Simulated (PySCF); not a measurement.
C₄H₁₁Si (doublet state).
Geometry (GFN2-xTB, Å), atoms numbered from 1 in this order:
```
atom  x, y, z in Å
C1     2.2769   -0.6419    0.2598
Si2    1.0471    0.7593   -0.0860
C3    -0.6943    0.1787    0.1723
C4    -1.0624   -1.1581    0.7090
C5    -1.8349    1.0887   -0.1164
H6     3.2917   -0.3041    0.0751
H7     2.0987   -1.5027   -0.3777
H8     2.2288   -0.9754    1.2920
H9     1.2298    1.2263   -1.4734
H10    1.3711    1.8957    0.7999
H11   -1.7707   -1.6614    0.0446
H12   -0.1930   -1.7959    0.8384
H13   -1.5640   -1.0606    1.6771
H14   -2.5370    0.6272   -0.8161
H15   -1.4941    2.0306   -0.5371
H16   -2.4015    1.3026    0.7948
```

The hyperfine couplings belong to this conformer and change with its torsions.

Identity: `C[SiH2][C](C)C` [radical].

Computed, not measured: PySCF 2.14.0, UKS B3LYP, pcH-1 on C H Si, non-relativistic, mean-field spin-orbit, GIAO. Geometry: GFN2-xTB, one conformer, isolated molecule. The geometry wasn't refined by DFT: couplings that depend on bond lengths, twists or pyramidal angles can differ widely from those at the functional's own minimum. The SCF solution wasn't tested for stability.

Task: Match the computed a_iso(13C) values +82.1, -30.6, -0.9 MHz (means over equivalent nuclei) with the sites C1; C3; C4/C5.

Result: 
```json
{"site": "C1", "a_iso (MHz)": "-0.9", "ρ(0) (bohr⁻³)": "-0.0008", "position": "2 bonds from C3", "distance from C3 (Å)": "3.08", "spin population": "0.00", "largest |T| (MHz)": "0.8"}
{"site": "C3", "a_iso (MHz)": "+82.1", "ρ(0) (bohr⁻³)": "+0.0731", "position": "largest spin population", "distance from C3 (Å)": "0.00", "spin population": "+0.95", "largest |T| (MHz)": "148.4"}
{"site": "C4/C5", "a_iso (MHz)": "-30.6", "ρ(0) (bohr⁻³)": "-0.0272", "position": "1 bond from C3", "distance from C3 (Å)": "1.49", "spin population": "-0.08", "largest |T| (MHz)": "2.1"}
```

Task: The isotropic 1H couplings, averaged over equivalent nuclei, are +67.5, +59.6, -0.7 MHz. Assign them to H6/H7/H8; H9/H10; H11 (×6).

Result: 
| site | a_iso (MHz) | ρ(0) (bohr⁻³) | position | distance from C3 (Å) | bound to | spin population there | largest \|T\| (MHz) |
| --- | --- | --- | --- | --- | --- | --- | --- |
| H6/H7/H8 | -0.7 | -0.0002 | γ, 3 bonds from C3 | 3.55 | C1 | 0.00 | 3.0 |
| H9/H10 | +59.6 | +0.0133 | β, 2 bonds from C3 | 2.75 | Si2 | -0.03 | 5.2 |
| H11 (×6) | +67.5 | +0.0151 | β, 2 bonds from C3 | 2.14 | C4/C5 | -0.08 | 8.3 |

ρ(0) is the spin density at the nucleus and T the dipolar tensor; a_iso includes a spin–orbit part; entries for several nuclei are means. Largest spin populations (Mulliken): C3 (+0.95), C4 (-0.08) and C5 (-0.08). No atom but C3 exceeds +0.15. The angles at C3 add up to 360.0°, so it is planar.

Examples of negative spin density at the nucleus (bohr⁻³): Si2 (-0.0551) and C4/C5 (-0.0272).

Nuclei that the bonding pattern makes equivalent are averaged, as if the motion that swaps them (rotation, inversion, ring flip) were fast. The six 1H nuclei of mean +67.5 MHz run from 2.5 to 112.8 MHz in the frozen geometry. The 1H value of +59.6 MHz is a mean of couplings from 53.1 to 66.0 MHz in this one geometry, not an average over conformers.
